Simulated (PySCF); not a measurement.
C5H6F2.
Atom-mapped SMILES: `[CH2:1]=[C:2]([F:3])/[C:4]([F:5])=[CH:6]/[CH3:7]` (hydrogens: H8, H9 on C1; H10 on C6; H11, H12, H13 on C7)

Method: PBE0-D3(BJ)/def2-SVP geometry optimisation, gas phase in PySCF; density fitting, grid level 1; the optimiser is geomeTRIC in internal coordinates, started from a GFN2-xTB structure with every atom displaced at random (about 0.01 Å).

Step 0: E = -10695.9649 eV
```
atom  x, y, z in Å  |  force x, y, z in eV/Å
C1     -2.5277   -0.5045   -0.6330   -1.035   1.165  -0.840
C2     -1.4259    0.2128   -0.5932    1.560   0.911  -0.001
F3     -1.3764    1.4406   -1.1696    0.063  -0.820   0.379
C4     -0.1376   -0.1917    0.0318   -2.859  -1.428  -0.194
F5     -0.2385   -1.4333    0.5868    0.296   0.871  -0.319
C6      0.9520    0.5203    0.0762    2.214   0.124   0.700
C7      2.2271    0.0655    0.7262   -1.299   0.687   0.044
H8     -3.4030   -0.0838   -1.1378    0.064  -0.075   0.057
H9     -2.6090   -1.4439   -0.1741    0.060  -1.464   0.694
H10     0.9487    1.4895   -0.3748   -0.226   0.754  -0.440
H11     3.0152    0.0508    0.0013    0.896  -0.071  -0.659
H12     2.5067    0.7681    1.5180    0.141   0.069   0.195
H13     2.0789   -0.9164    1.1391    0.125  -0.725   0.384
```

Step 1: E = -10696.0886 eV
```
atom  x, y, z in Å  |  force x, y, z in eV/Å
C1     -2.5570   -0.4762   -0.6345    0.113  -0.443   0.122
C2     -1.4188    0.2185   -0.5952   -0.108  -0.185  -0.137
F3     -1.2894    1.3536   -1.2811   -0.053   0.226   0.135
C4     -0.1975   -0.1712    0.0936    0.592   0.306   0.138
F5     -0.2680   -1.3508    0.7117   -0.146  -0.275  -0.098
C6      0.9424    0.5401    0.1265   -0.462   0.066  -0.026
C7      2.2212    0.0615    0.7074    0.120  -0.066  -0.166
H8     -3.4061   -0.1021   -1.2015   -0.078   0.011  -0.082
H9     -2.6112   -1.4634   -0.1535   -0.035   0.432   0.008
H10     0.8900    1.5421   -0.3097    0.080  -0.125  -0.153
H11     3.0189    0.1450   -0.0570   -0.061  -0.035   0.188
H12     2.5399    0.6667    1.5705    0.001   0.034   0.032
H13     2.1461   -0.9895    1.0197    0.035   0.055   0.040
```

Step 2: E = -10696.1194 eV
```
atom  x, y, z in Å  |  force x, y, z in eV/Å
C1     -2.5510   -0.4868   -0.6269   -0.006  -0.010  -0.033
C2     -1.4224    0.2241   -0.6083    0.001   0.236   0.068
F3     -1.3503    1.4358   -1.1635   -0.054  -0.023  -0.131
C4     -0.1713   -0.1841    0.0221   -0.058  -0.111  -0.163
F5     -0.2717   -1.4124    0.5421    0.259  -0.014   0.230
C6      0.9662    0.5221    0.0686   -0.162  -0.110   0.095
C7      2.2162    0.0703    0.7369    0.059  -0.059  -0.165
H8     -3.4348   -0.1149   -1.1466    0.001   0.055   0.065
H9     -2.5894   -1.4475   -0.1142    0.037  -0.001  -0.108
H10     0.9478    1.4920   -0.4340   -0.048   0.029   0.082
H11     3.0576    0.0925    0.0237    0.019  -0.020   0.049
H12     2.4947    0.7349    1.5714   -0.044   0.028  -0.007
H13     2.1189   -0.9518    1.1256   -0.006   0.000   0.017
```

Step 3: E = -10696.1268 eV
```
atom  x, y, z in Å  |  force x, y, z in eV/Å
C1     -2.5582   -0.4747   -0.6375    0.010   0.022  -0.009
C2     -1.4169    0.2140   -0.6023   -0.116  -0.136   0.111
F3     -1.3407    1.4273   -1.1552    0.105  -0.054   0.001
C4     -0.1690   -0.2177    0.0276    0.152   0.068  -0.035
F5     -0.2094   -1.4328    0.5897   -0.274   0.097  -0.094
C6      0.9545    0.5054    0.0650    0.098   0.048   0.006
C7      2.2146    0.0750    0.7298    0.007  -0.008  -0.057
H8     -3.4352   -0.0598   -1.1363    0.010  -0.006   0.033
H9     -2.6154   -1.4486   -0.1580    0.016  -0.083  -0.015
H10     0.9167    1.4732   -0.4393    0.002   0.034   0.058
H11     3.0599    0.1010    0.0234    0.013   0.000  -0.008
H12     2.4776    0.7546    1.5574   -0.012   0.013  -0.002
H13     2.1320   -0.9428    1.1326   -0.010   0.005   0.009
```

Q: Estimate the geometry and energy of step 4. (The exact step hangs on the optimiser's Hessian estimate; all steps are aligned on step 3, rigid shifts and turns removed.)

A: E = -10696.1336 eV, largest force 0.076 eV/Å
```
atom  x, y, z in Å  |  force x, y, z in eV/Å
C1     -2.5537   -0.4827   -0.6344   -0.008   0.031  -0.022
C2     -1.4216    0.2210   -0.6027    0.061  -0.018  -0.042
F3     -1.3333    1.4185   -1.1862   -0.052   0.023   0.048
C4     -0.1742   -0.1975    0.0317   -0.022   0.008   0.065
F5     -0.2625   -1.4004    0.6111    0.045  -0.037  -0.035
C6      0.9576    0.5138    0.0748    0.004  -0.005  -0.043
C7      2.2199    0.0687    0.7233   -0.018  -0.002   0.029
H8     -3.4390   -0.0764   -1.1238    0.000  -0.019  -0.031
H9     -2.5898   -1.4680   -0.1733   -0.008   0.024   0.043
H10     0.9231    1.4920   -0.4096    0.006  -0.006  -0.024
H11     3.0624    0.0986    0.0129   -0.017   0.002  -0.008
H12     2.4883    0.7394    1.5566    0.014  -0.002   0.007
H13     2.1334   -0.9526    1.1165   -0.003   0.002   0.012
```

The energy changes by -0.0068 eV. The first-order estimate −F·Δx gives -0.0226 eV and the mean of the old and new forces, exact on a quadratic surface, -0.0065 eV. The step makes an angle of 61° with the force vector and moves no atom by more than 0.066 Å.

The cost below is that of the whole optimisation. The run took 51 s wall on Arm Neoverse V1, one thread, shared host, and the process peaked at 0.53 GiB of memory.
